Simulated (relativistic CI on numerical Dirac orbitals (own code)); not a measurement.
**What each ingredient does to the levels of Er41+**

Base calculation: Dirac-Coulomb-Breit CI, orbitals from a KLI potential per configuration, model QED, unscaled Slater integrals.

CI space (outside the closed core [Ne]): 3s2 3p6 3d9, 3s2 3p5 3d10, 3s 3p6 3d10, 3s2 3p6 3d8 4s, 3s2 3p6 3d8 4p, 3s2 3p6 3d8 4d, 3s2 3p4 3d10 4s, 3s2 3p4 3d10 4p, 3s2 3p5 3d9 4s, 3s2 3p6 3d8 4f, 3s2 3p4 3d10 4d, 3s2 3p5 3d9 4p, 3s 3p5 3d10 4s, 3s 3p5 3d10 4p, 3s2 3p6 3d7 4s2, 3s2 3p5 3d9 4d. Levels of other configurations are missing.

Variants: (1) P86 correlation estimate; (2) configuration mixing switched off; (3) non-relativistic limit. Shifts of the energy above 3s2 3p6 3d9 2D_5/2, in eV, for the lowest level and the first level of each name with at least 55 % of one term (blank where a level changes its place among those of its configuration and J or its character, or is not in the variant):

| Level | Base | Δ(1) | Δ(2) | Δ(3) |
| --- | --- | --- | --- | --- |
| 3s2 3p6 3d9 2D_5/2 | 0.00 | 0.00 | 0.00 | 0.00 |
| 3s2 3p6 3d9 2D_3/2 | 44.00 | 0.00 | -0.01 | -44.00 |
| 3s2 3p5 3d10 2P°_3/2 | 384.34 | +0.24 | +0.93 | -55.79 |
| 3s2 3p5 3d10 2P°_1/2 | 587.69 | +0.25 | +1.13 | -259.14 |
| 3s 3p6 3d10 2S_1/2 | 796.19 | +0.41 | +0.09 | -284.05 |
| 3s2 3p6 3d8 4s 4F_9/2 | 1271.28 | +1.87 | +0.40 | +112.84 |
| 3s2 3p6 3d8 4s 2F_7/2 | 1274.03 | +1.87 | +0.34 |  |
| 3s2 3p6 3d8 4s 4F_7/2 | 1314.59 | +1.87 | +0.33 |  |
| 3s2 3p6 3d8 4s 4F_5/2 | 1315.18 | +1.87 | +0.36 |  |
| 3s2 3p6 3d8 4s 4P_3/2 | 1327.52 | +1.87 | +0.86 | +68.59 |
| 3s2 3p6 3d8 4s 2G_9/2 | 1328.46 | +1.87 | +0.39 | +73.67 |
| 3s2 3p6 3d8 4s 2G_7/2 | 1328.91 | +1.87 | +0.41 | +73.21 |
| 3s2 3p6 3d8 4s 2P_1/2 | 1329.32 | +1.87 | +0.81 | +70.77 |
| 3s2 3p6 3d8 4p 2P°_1/2 | 1378.59 | +1.96 | +1.90 |  |

At this charge energies of transitions that change n are usually good to better than 1 %, and those within a shell (Δn = 0) to a few per cent.

Ionisation energy from the two ground configurations alone: base 3265.12 eV; P86 correlation estimate 3267.3 eV. The NIST ASD value (theoretical) is 3265 eV.

LS names give the leading component of a level, which can be under half, so a name can repeat, a term be missing and a line seem to break the LS rules.
